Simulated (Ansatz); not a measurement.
Relaxation of BFH₄O₂ (8 atoms, charge 0, multiplicity 1), to a largest force component of 0.03 eV/Å in at most 50 steps.

The calculation used Ansatz, RKS revPBE-D4/6-31G*.

```xyz
8
Properties=species:S:1:pos:R:3
B 0.112 0.457 -0.190
F -0.172 -0.447 2.151
O 1.370 0.014 -0.539
H 1.334 -0.876 -0.935
H -0.910 -0.123 -0.454
O 0.010 1.732 0.377
H 0.909 2.113 0.458
H -0.341 0.475 2.150
```

Q: Where does it end, and by what steps?

A: It converged. After 8 steps the energy has fallen by 0.088 eV; F2 moved furthest, 0.37 Å.

```
step  energy less start (eV)  largest force component (eV/Å)  accepted
   0                  0.0000                           0.653       yes
   1                 -0.0093                           1.938       yes
   2                 -0.0376                           1.528       yes
   3                 -0.0229                           0.510        no
   4                 -0.0649                           1.013       yes
   5                 -0.0791                           0.184       yes
   6                 -0.0850                           0.148       yes
   7                 -0.0879                           0.045       yes
   8                 -0.0881                           0.024       yes
```

```xyz
8
Properties=species:S:1:pos:R:3
B 0.127 0.405 -0.245
F -0.243 -0.240 2.452
O 1.387 0.030 -0.642
H 1.362 -0.807 -1.143
H -0.882 -0.184 -0.529
O 0.003 1.578 0.496
H 0.894 1.968 0.633
H -0.336 0.594 1.997
```

Run time: 8.4 s on 1 thread of Intel(R) Xeon(R) 6975P-C (Granite Rapids), with other jobs on the host, peak memory 0.15 GiB.
